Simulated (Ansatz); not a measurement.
Ansatz (an electronic-structure program) input (CCSD(T)/aug-cc-pV(D+d)Z):
A basis named .json is the Basis Set Exchange file of that set.

Ansatz 0.2 input:
```yaml
crystal:
  periodic: [false, false, false]
  atoms:
    - {symbol: Si, position_ang: [-0.39426611, 0.01492235, 0.04416143]}
    - {symbol: O, position_ang: [0.96032213, 0.07725825, -0.85511797]}
    - {symbol: C, position_ang: [2.27826350, -0.09126056, -0.34809697]}
    - {symbol: O, position_ang: [-1.65364082, 0.06212538, -0.99833822]}
    - {symbol: O, position_ang: [-0.59882630, 1.25859181, 1.08940615]}
    - {symbol: O, position_ang: [-0.29108784, -1.34013254, 0.95385181]}
    - {symbol: H, position_ang: [2.36861266, -1.02915926, 0.20389403]}
    - {symbol: H, position_ang: [2.96327984, -0.10680920, -1.19522483]}
    - {symbol: H, position_ang: [2.55019002, 0.73727423, 0.31113657]}
    - {symbol: H, position_ang: [-1.55078203, -0.40369186, -1.83185775]}
    - {symbol: H, position_ang: [-0.96328937, 2.07254838, 0.73277093]}
    - {symbol: H, position_ang: [-0.85200409, -1.39425500, 1.73118841]}
basis:
  gaussian:
    orbitals: aug-cc-pV_D+d_Z.json
magnetization: {spin_polarized: false}
correlation: {method: ccsd_t, electrons: outside_noble_gas}
output: {forces: true}
```

Output:

```
Functional definition: HF
integrals: 1.01 GiB planned
1962 factors; integrals over basis functions are off by at most 7.1e-4 eV
mean field: 1.27 GiB planned
mean field evaluation 1: about -17136.8051 eV, gradient 5.9e1 eV
mean field evaluation 2: about -17137.0721 eV, gradient 6.0e1 eV
mean field evaluation 4: about -17143.4522 eV, gradient 3.7e0 eV
mean field evaluation 8: about -17143.5047 eV, gradient 1.8e-1 eV
mean field evaluation 16: about -17141.2563 eV, gradient 3.3e1 eV
mean field -17143.50482705 eV, -630.0121821091 hartree, gradient 1.3e-6 eV, S^2 0.000000; 0 other end points of the search recorded, 0 dependent functions left out
10 core orbitals not correlated
reference -17143.50482705 eV, -630.0121821091 hartree; 19, 19 occupied and 172, 172 virtual orbitals, 1962 factors
densities: 6.40 GiB planned
second order -28.46478297 eV of doubles, -0.00000000 eV of singles
coupled cluster: 3.42 GiB planned
cycle   1  -28.57286247 eV  change   -1.1e-1 eV  update   1.2e-1
cycle   2  -29.21075196 eV  change   -6.4e-1 eV  update   3.2e-2
cycle   3  -29.37743216 eV  change   -1.7e-1 eV  update   1.7e-2
cycle   4  -29.36670811 eV  change    1.1e-2 eV  update   3.2e-3
cycle   5  -29.36448255 eV  change    2.2e-3 eV  update   1.4e-3
cycle   6  -29.36540051 eV  change   -9.2e-4 eV  update   3.8e-4
cycle   7  -29.36532991 eV  change    7.1e-5 eV  update   1.4e-4
cycle   8  -29.36521624 eV  change    1.1e-4 eV  update   4.5e-5
cycle   9  -29.36520350 eV  change    1.3e-5 eV  update   1.5e-5
cycle  10  -29.36521258 eV  change   -9.1e-6 eV  update   5.5e-6
perturbative correction -0.85845057 eV, -0.0315474764 hartree
the calculation of the forces begins
Total energy: -17173.72849019 eV, -631.1228812434 hartree
Atom 0 at    -0.394266     0.014922     0.044161 Å, force    -0.005880     0.028876     0.003896 eV/Å
Atom 1 at     0.960322     0.077258    -0.855118 Å, force     0.134411     0.051758    -0.727814 eV/Å
Atom 2 at     2.278263    -0.091261    -0.348097 Å, force    -0.002891    -0.006739     0.097190 eV/Å
Atom 3 at    -1.653641     0.062125    -0.998338 Å, force    -0.603503     0.172119    -0.317786 eV/Å
Atom 4 at    -0.598826     1.258592     1.089406 Å, force    -0.050325     0.380646     0.610845 eV/Å
Atom 5 at    -0.291088    -1.340133     0.953852 Å, force     0.242150    -0.622330     0.278810 eV/Å
Atom 6 at     2.368613    -1.029159     0.203894 Å, force     0.036144    -0.409426     0.232088 eV/Å
Atom 7 at     2.963280    -0.106809    -1.195225 Å, force     0.279678    -0.004091    -0.352771 eV/Å
Atom 8 at     2.550190     0.737274     0.311137 Å, force     0.106590     0.352374     0.278592 eV/Å
Atom 9 at    -1.550782    -0.403692    -1.831858 Å, force     0.053232    -0.099540    -0.137355 eV/Å
Atom 10 at    -0.963289     2.072548     0.732771 Å, force    -0.064833     0.131134    -0.103982 eV/Å
Atom 11 at    -0.852004    -1.394255     1.731188 Å, force    -0.124773     0.025219     0.138287 eV/Å
Dipole moment:     0.048366     0.049333    -0.030891 e Å
```
